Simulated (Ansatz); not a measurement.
A short molecular-dynamics run on BrHInO (`[OH][In][Br]`) radical.

```yaml
crystal:
  periodic: [false, false, false]
  atoms:
    - {symbol: O, position_ang: [-0.979024, -0.726876, 0.163022]}
    - {symbol: In, position_ang: [0.256757, 0.834307, -0.055280]}
    - {symbol: Br, position_ang: [2.672640, 0.301937, -0.433694]}
    - {symbol: H, position_ang: [-1.894873, -0.469568, 0.305652]}
basis:
  gaussian: {orbitals: def2-SVP}
magnetization: {spin_polarized: true, initial_magnetization: 1}
hamiltonian: {xc: {name: BLYP}, dispersion: d3bj}
md: {timestep: 2 fs, n_steps: 30, ensemble: nvt_nose_hoover, temperature: 300, initial_velocities: maxwell_boltzmann, seed: 846}
```

```sh
$ ansatz run in.yaml --threads 2 --pin off --events-out ev --progress --plain --max-ram 32768MiB --backend cpu
```

```csv
step,time (fs),potential energy (eV),kinetic (eV),T (K),conserved (eV)
0,0.0,-77273.9783,0.0776,300,-77273.9007
1,2.0,-77273.9724,0.0732,283,-77273.8993
2,4.0,-77273.9677,0.0682,264,-77273.8994
3,6.0,-77273.9549,0.0585,226,-77273.8964
4,8.0,-77273.9671,0.0639,247,-77273.9032
5,10.0,-77273.9503,0.0566,219,-77273.8938
6,12.0,-77273.9733,0.0722,279,-77273.9012
7,14.0,-77273.9664,0.0724,280,-77273.8942
8,16.0,-77274.0021,0.0989,383,-77273.9035
9,18.0,-77273.9924,0.1012,391,-77273.8915
10,20.0,-77274.0229,0.1196,463,-77273.9036
11,22.0,-77273.9998,0.1060,410,-77273.8941
12,24.0,-77274.0178,0.1156,447,-77273.9026
13,26.0,-77273.9897,0.0974,377,-77273.8925
14,28.0,-77273.9979,0.0943,365,-77273.9037
15,30.0,-77273.9666,0.0716,277,-77273.8950
16,32.0,-77273.9722,0.0715,276,-77273.9007
17,34.0,-77273.9552,0.0592,229,-77273.8958
18,36.0,-77273.9670,0.0641,248,-77273.9027
19,38.0,-77273.9608,0.0634,245,-77273.8972
20,40.0,-77273.9736,0.0742,287,-77273.8991
21,42.0,-77273.9852,0.0847,328,-77273.9002
22,44.0,-77273.9970,0.0965,373,-77273.9001
23,46.0,-77274.0075,0.1072,415,-77273.8998
24,48.0,-77274.0081,0.1101,426,-77273.8974
25,50.0,-77274.0245,0.1200,464,-77273.9037
26,52.0,-77274.0065,0.1099,425,-77273.8956
27,54.0,-77274.0122,0.1093,423,-77273.9016
28,56.0,-77273.9857,0.0892,345,-77273.8951
29,58.0,-77273.9960,0.0904,350,-77273.9038
30,60.0,-77273.9649,0.0711,275,-77273.8917
```

Velocities are drawn at the set temperature; a run this short doesn't reach equilibrium.

Frames (Å, forces in eV/Å):

```xyz
4
time=0.0 fs
O    -0.979   -0.727    0.163    0.209   -1.103   -0.018
In    0.257    0.834   -0.055   -0.130    1.073    0.006
Br    2.673    0.302   -0.434    0.802   -0.198   -0.125
H    -1.895   -0.470    0.306   -0.881    0.228    0.137
4
time=2.0 fs
O    -0.971   -0.733    0.160    0.277   -1.095   -0.054
In    0.257    0.836   -0.055   -0.056    1.070   -0.004
Br    2.671    0.301   -0.433    0.810   -0.188   -0.129
H    -1.866   -0.430    0.329   -1.031    0.213    0.187
4
time=4.0 fs
O    -0.962   -0.743    0.157   -1.554   -0.370    0.327
In    0.256    0.837   -0.055   -0.012    1.058   -0.011
Br    2.669    0.300   -0.433    0.821   -0.179   -0.133
H    -1.876   -0.383    0.360    0.745   -0.509   -0.182
4
time=6.0 fs
O    -0.957   -0.753    0.155   -1.751   -0.086    0.417
In    0.256    0.839   -0.056   -0.006    0.978   -0.015
Br    2.668    0.298   -0.433    0.823   -0.169   -0.135
H    -1.858   -0.355    0.383    0.934   -0.723   -0.267
4
time=8.0 fs
O    -0.956   -0.763    0.153   -0.164   -0.537    0.023
In    0.256    0.842   -0.056   -0.028    0.837   -0.016
Br    2.668    0.297   -0.432    0.814   -0.158   -0.136
H    -1.804   -0.355    0.396   -0.621   -0.142    0.129
4
time=10.0 fs
O    -0.955   -0.775    0.152    0.740   -0.759   -0.251
In    0.256    0.845   -0.056   -0.087    0.688   -0.011
Br    2.668    0.296   -0.432    0.804   -0.149   -0.136
H    -1.774   -0.360    0.415   -1.456    0.220    0.399
4
time=12.0 fs
O    -0.953   -0.788    0.150   -0.859    0.185    0.294
In    0.256    0.847   -0.056   -0.193    0.554    0.006
Br    2.668    0.294   -0.432    0.798   -0.143   -0.137
H    -1.800   -0.357    0.448    0.253   -0.597   -0.163
4
time=14.0 fs
O    -0.952   -0.801    0.149   -1.400    0.594    0.536
In    0.255    0.851   -0.056   -0.319    0.403    0.029
Br    2.668    0.292   -0.432    0.785   -0.138   -0.135
H    -1.816   -0.377    0.476    0.935   -0.859   -0.429
4
time=16.0 fs
O    -0.955   -0.813    0.149   -0.157    0.184    0.098
In    0.255    0.854   -0.056   -0.452    0.229    0.054
Br    2.669    0.291   -0.432    0.759   -0.134   -0.133
H    -1.796   -0.430    0.486   -0.150   -0.279   -0.019
4
time=18.0 fs
O    -0.959   -0.824    0.150    1.310   -0.258   -0.489
In    0.254    0.857   -0.056   -0.592    0.065    0.085
Br    2.671    0.289   -0.432    0.729   -0.131   -0.129
H    -1.782   -0.493    0.497   -1.447    0.324    0.533
4
time=20.0 fs
O    -0.959   -0.836    0.149   -0.113    0.332    0.124
In    0.254    0.860   -0.056   -0.724   -0.050    0.120
Br    2.672    0.287   -0.432    0.704   -0.129   -0.126
H    -1.823   -0.544    0.527    0.133   -0.153   -0.118
4
time=22.0 fs
O    -0.960   -0.847    0.148   -1.074    0.600    0.566
In    0.253    0.864   -0.056   -0.828   -0.150    0.151
Br    2.674    0.285   -0.432    0.673   -0.127   -0.121
H    -1.859   -0.601    0.553    1.229   -0.323   -0.596
4
time=24.0 fs
O    -0.963   -0.857    0.149   -0.144    0.387    0.168
In    0.251    0.867   -0.056   -0.911   -0.270    0.175
Br    2.677    0.283   -0.433    0.631   -0.121   -0.116
H    -1.848   -0.670    0.557    0.424    0.004   -0.227
4
time=26.0 fs
O    -0.966   -0.865    0.150    1.704    0.144   -0.678
In    0.250    0.870   -0.056   -0.975   -0.386    0.195
Br    2.679    0.281   -0.433    0.583   -0.114   -0.109
H    -1.821   -0.739    0.551   -1.312    0.356    0.591
4
time=28.0 fs
O    -0.966   -0.874    0.150    0.649    0.298   -0.188
In    0.248    0.873   -0.056   -1.002   -0.442    0.211
Br    2.682    0.279   -0.433    0.539   -0.106   -0.102
H    -1.844   -0.794    0.568   -0.186    0.250    0.079
4
time=30.0 fs
O    -0.964   -0.881    0.149   -0.681    0.343    0.444
In    0.246    0.876   -0.056   -0.997   -0.477    0.220
Br    2.685    0.277   -0.434    0.491   -0.096   -0.095
H    -1.874   -0.840    0.588    1.186    0.229   -0.570
4
time=32.0 fs
O    -0.963   -0.888    0.149   -0.120    0.323    0.182
In    0.243    0.879   -0.056   -0.979   -0.542    0.223
Br    2.689    0.275   -0.434    0.434   -0.081   -0.086
H    -1.859   -0.877    0.587    0.665    0.300   -0.318
4
time=34.0 fs
O    -0.963   -0.894    0.150    1.756    0.377   -0.731
In    0.240    0.881   -0.055   -0.948   -0.620    0.219
Br    2.692    0.273   -0.435    0.370   -0.064   -0.077
H    -1.818   -0.903    0.573   -1.179    0.306    0.589
4
time=36.0 fs
O    -0.958   -0.899    0.149    1.158    0.381   -0.443
In    0.237    0.884   -0.055   -0.884   -0.645    0.211
Br    2.696    0.271   -0.435    0.310   -0.045   -0.067
H    -1.823   -0.916    0.582   -0.583    0.310    0.300
4
time=38.0 fs
O    -0.951   -0.903    0.147   -0.468    0.334    0.365
In    0.233    0.886   -0.054   -0.795   -0.639    0.198
Br    2.700    0.269   -0.436    0.249   -0.025   -0.058
H    -1.850   -0.918    0.602    1.014    0.331   -0.505
4
time=40.0 fs
O    -0.945   -0.906    0.146   -0.335    0.374    0.303
In    0.230    0.888   -0.054   -0.701   -0.661    0.179
Br    2.704    0.267   -0.436    0.182   -0.002   -0.048
H    -1.838   -0.907    0.603    0.853    0.290   -0.434
4
time=42.0 fs
O    -0.940   -0.909    0.145    1.347    0.413   -0.554
In    0.226    0.889   -0.053   -0.597   -0.703    0.154
Br    2.708    0.264   -0.437    0.111    0.023   -0.037
H    -1.793   -0.885    0.587   -0.861    0.267    0.437
4
time=44.0 fs
O    -0.931   -0.910    0.143    1.300    0.406   -0.536
In    0.221    0.891   -0.052   -0.466   -0.700    0.124
Br    2.712    0.262   -0.438    0.045    0.049   -0.026
H    -1.781   -0.853    0.588   -0.878    0.245    0.438
4
time=46.0 fs
O    -0.919   -0.910    0.140   -0.495    0.541    0.391
In    0.217    0.892   -0.051   -0.316   -0.653    0.092
Br    2.717    0.260   -0.438   -0.016    0.074   -0.017
H    -1.803   -0.812    0.606    0.827    0.038   -0.466
4
time=48.0 fs
O    -0.909   -0.909    0.138   -0.778    0.621    0.533
In    0.213    0.893   -0.051   -0.159   -0.615    0.055
Br    2.721    0.258   -0.439   -0.078    0.099   -0.007
H    -1.793   -0.769    0.606    1.016   -0.105   -0.581
4
time=50.0 fs
O    -0.900   -0.907    0.137    0.630    0.411   -0.212
In    0.208    0.894   -0.050    0.008   -0.587    0.012
Br    2.725    0.256   -0.440   -0.141    0.126    0.003
H    -1.745   -0.730    0.584   -0.497    0.050    0.197
4
time=52.0 fs
O    -0.890   -0.904    0.135    1.243    0.220   -0.542
In    0.203    0.894   -0.049    0.189   -0.522   -0.033
Br    2.729    0.254   -0.440   -0.198    0.150    0.012
H    -1.715   -0.689    0.569   -1.235    0.152    0.563
4
time=54.0 fs
O    -0.877   -0.900    0.133   -0.539    0.595    0.357
In    0.199    0.895   -0.048    0.371   -0.405   -0.072
Br    2.733    0.252   -0.441   -0.245    0.171    0.020
H    -1.733   -0.643    0.576    0.413   -0.361   -0.305
4
time=56.0 fs
O    -0.865   -0.894    0.131   -1.220    0.707    0.665
In    0.195    0.895   -0.048    0.544   -0.281   -0.108
Br    2.737    0.250   -0.442   -0.290    0.189    0.028
H    -1.734   -0.610    0.571    0.965   -0.615   -0.585
4
time=58.0 fs
O    -0.856   -0.887    0.130   -0.134    0.263    0.097
In    0.191    0.895   -0.047    0.712   -0.168   -0.143
Br    2.741    0.248   -0.442   -0.336    0.206    0.035
H    -1.699   -0.601    0.543   -0.242   -0.301    0.012
4
time=60.0 fs
O    -0.848   -0.880    0.130    1.049   -0.257   -0.479
In    0.187    0.895   -0.046    0.859   -0.043   -0.170
Br    2.744    0.246   -0.443   -0.379    0.219    0.042
H    -1.674   -0.603    0.517   -1.530    0.081    0.607
```

Run time 69 s (2 threads of a server CPU on a shared host); peak host memory 0.34 GiB.
